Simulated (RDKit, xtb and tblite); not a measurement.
Conformational energy of SMILES [SiH3]O/C=C\c1ccccc1 (C8H10OSi). Scanned: dihedral Si1–O2–C3–C4 and dihedral C3–C4–C5–C6; all other coordinates were relaxed at GFN2-xTB. Points at φ and −φ are mirror images. Heavy atoms are numbered in the order of the SMILES [SiH3]O/C=C\c1ccccc1, hydrogens after them in the order of the atoms that carry them; the mirror image has the same energies with the sign of each dihedral reversed.

Levels of theory: GFN2-xTB (xtb and tblite); MMFF94 // GFN2-xTB (RDKit); UFF // GFN2-xTB (RDKit).

Energies in kcal/mol at chosen points (x: dihedral Si1–O2–C3–C4 (°); y: dihedral C3–C4–C5–C6 (°)), relative to x = 180, y = -30:

| method | (-150, -120) | (-90, -150) | (0, 30) | (0, 30) | (-90, -120) | (-150, 120) | (-120, 150) |
|---|---|---|---|---|---|---|---|
| GFN2-xTB | 1.9 | 2.4 | 1.9 | 1.9 | 3.1 | 1.9 | 0.3 |
| MMFF94 | 1.7 | 13.3 | 17.5 | 17.5 | 12.1 | 1.4 | 4.3 |
| UFF | 3.4 | 20.9 | 26.6 | 26.6 | 21.1 | 3.4 | 8.1 |

MMFF94 has few fitted parameters for silicon.
